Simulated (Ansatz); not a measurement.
Reactions of CH$_{4}$INOSi (`N=C(I)O[SiH3]`).

Calculated with Ansatz (gas phase, PBE0-D4/def2-TZVP geometries, no zero-point term in ΔE). CCSD(T)/CBS is the MP2 limit (def2-TZVPP, def2-QZVPP) plus CCSD(T) − MP2 in def2-TZVPP, frozen cores. This one scheme is used for every species, atoms too. For atomizations the MP2-based limit and the directly extrapolated one differ by several kJ/mol either way, and by 10 to 25 for some Ge, Se and Sn compounds, so smaller differences from it don't rank the levels. Open shells (•) are unrestricted, without spin–orbit coupling. Spin–orbit coupling would lower the free atoms: a little for C, O, Si; strongly for I. def2 core potentials past Kr. For I outer-core shells are correlated without core-valence functions, so the limit isn't a true one: a few kJ/mol of doubt a bond, and 10 to 20 or more in all where bonds break to atoms. One conformer a species, not always the lowest.

Task: Order these by ΔE at CCSD(T)/CBS, lowest first. (An estimate is asked.)
A. `N=C(I)O[SiH3]` → C• + 4 H• + I• + N• + O• + Si•
B. `N=C(I)O[SiH3]` + H–F → `N=C(F)O[SiH3]` + HI
C. `N=C(I)O[SiH3]` → `N[Si]1(I)CO1`
D. `N=C(I)O[SiH3]` + SiH₄ → `N=C([SiH3])I` + silanol

Result: C (-168.1 kJ/mol), D (-44.5 kJ/mol), B (-1.7 kJ/mol), A (+3085.8 kJ/mol).

Largest T1 diagnostic: 0.013, for `N=C(F)O[SiH3]`.
